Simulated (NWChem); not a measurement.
System: CH$_{4}$OSi, singlet; SMILES CO[SiH]

Here is an NWChem input.

```
start job
memory heap 200 mb stack 900 mb global 1100 mb
geometry units angstroms noautoz
  Si     0.004520     1.237511     0.000000
  H     -1.523319     0.927822     0.000000
  O      0.524170    -0.340099     0.000000
  C     -0.181358    -1.551092     0.000000
  H      0.091597    -2.139776    -0.890777
  H      0.091597    -2.139776     0.890777
  H     -1.274108    -1.385528     0.000000
end
basis spherical
  * library pcseg-1
end
dft
  xc xpbe96 cpbe96
  iterations 150
  mulliken
end
task dft energy
```

Excerpt of the output:

```
             Northwest Computational Chemistry Package (NWChem) 7.3.0
             --------------------------------------------------------

 CS  symmetry detected

                             Geometry "geometry" -> ""
                             -------------------------

 Output coordinates in angstroms (scale by  1.889725989 to convert to a.u.)

  No.       Tag          Charge          X              Y              Z
 ---- ---------------- ---------- -------------- -------------- --------------
    1 Si                  14.0000    -0.01731603     1.21993801     0.00000000
    2 H                    1.0000    -1.54399832     0.90459619     0.00000000
    3 O                    8.0000     0.50816957    -0.35573781     0.00000000
    4 C                    6.0000    -0.19287139    -1.56933387     0.00000000
    5 H                    1.0000     0.08226062    -2.15700356    -0.89077700
    6 H                    1.0000     0.08226062    -2.15700356     0.89077700
    7 H                    1.0000    -1.28622670    -1.40781556     0.00000000

 Effective nuclear repulsion energy (a.u.)     100.3280280475

      Symmetry information
      --------------------

 Group name             Cs
 Group number              2
 Group order               2
 No. of unique centers     6

  pbe96 is a nonlocal functional; adding pw91lda local functional.

                                 NWChem DFT Module
                                 -----------------

 Summary of "ao basis" -> "ao basis" (spherical)
 ------------------------------------------------------------------------------
       Tag                 Description            Shells   Functions and Types
 ---------------- ------------------------------  ------  ---------------------
 Si                         pcseg-1                  8       18   4s3p1d
 H                          pcseg-1                  3        5   2s1p
 O                          pcseg-1                  6       14   3s2p1d
 C                          pcseg-1                  6       14   3s2p1d

      Symmetry analysis of basis
      --------------------------

        a'         46
        a"         20

            General Information
            -------------------
          SCF calculation type: DFT
          Wavefunction type:  closed shell.
          No. of atoms     :     7
          No. of electrons :    32
           Alpha electrons :    16
            Beta electrons :    16
          Charge           :     0
          Spin multiplicity:     1
          Use of symmetry is: on ; symmetry adaption is: on
          Maximum number of iterations: 150
          AO basis - number of functions:    66
                     number of shells:    32
          Convergence on energy requested:  1.00D-06
          Convergence on density requested:  1.00D-05
          Convergence on gradient requested:  5.00D-04

              XC Information
              --------------
          PerdewBurkeErnzerhof Exchange Functional  1.000
            Perdew 1991 LDA Correlation Functional  1.000 local
           PerdewBurkeErnz. Correlation Functional  1.000 non-local

             Grid Information
             ----------------
          Grid used for XC integration:  medium
          Radial quadrature: Mura-Knowles
          Angular quadrature: Lebedev.
          Tag              B.-S. Rad. Rad. Pts. Rad. Cut. Ang. Pts.
          ---              ---------- --------- --------- ---------
          Si                  1.10       88          11.0       590
          H                   0.35       45          11.0       434
          O                   0.60       49           8.0       434
          C                   0.70       49          10.0       434
          Grid pruning is: on
          Number of quadrature shells:   321
          Spatial weights used:  Erf1

      Superposition of Atomic Density Guess
      -------------------------------------

 Sum of atomic energies:        -403.18907656

      Non-variational initial energy
      ------------------------------

 Total energy =    -404.251248
 1-e energy   =    -754.925067
 2-e energy   =     250.345792
 HOMO         =      -0.236493
 LUMO         =      -0.058326

      Symmetry analysis of molecular orbitals - initial
      -------------------------------------------------

  Numbering of irreducible representations:

     1 a'          2 a"

  Orbital symmetries:

     1 a'          2 a'          3 a'          4 a'          5 a'
     6 a'          7 a"          8 a'          9 a'         10 a'
    11 a'         12 a"         13 a'         14 a'         15 a"
    16 a'         17 a"         18 a'         19 a'         20 a'
    21 a"         22 a'         23 a'         24 a'         25 a"
    26 a'

     ---------------------------------------------
      Total Density - Mulliken Population Analysis
     ---------------------------------------------

    Atom       Charge   Shell Charges
 -----------   ------   -------------------------------------------------------
    1 Si  14    13.26   2.00  2.00  1.13  0.69  5.99  1.09  0.25  0.10
    2 H    1     1.24   0.76  0.48  0.01
    3 O    8     8.89   2.00  0.92  0.88  3.14  1.94  0.01
    4 C    6     5.99   2.00  0.76  0.43  1.89  0.87  0.05
    5 H    1     0.87   0.72  0.14  0.02
    6 H    1     0.87   0.72  0.14  0.02
    7 H    1     0.88   0.71  0.15  0.02

[...]
```

Level: PBE/pcseg-1. Low-valent species are run as closed-shell singlets; no triplet was tried in these runs. All runs use the structure optimised with PBE0/def2-SVP.
